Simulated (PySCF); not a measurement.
# Cu²⁺: ionisation energy

Cu²⁺ [Ar] 3d9 (2D) → Cu³⁺ [Ar] 3d8 (3F), as a difference of total energies. Calculation: PySCF 2.14, in aug-cc-pwCVQZ-PP with ECP10MDF (9s9p8d5f4g3h, 180 functions); scalar relativity through the core potential. The calculations carry no spin-orbit coupling.

| method | ionisation energy (eV) |
| --- | --- |
| UHF | 34.023 |
| TPSS | 36.713 |
| BLYP | 37.009 |

The reference lies between the lowest fine-structure levels, while these numbers refer to the centres of the terms.

For comparison: 36.841 ± 0.012 eV (measured; NIST Atomic Spectra Database, ionization energies).
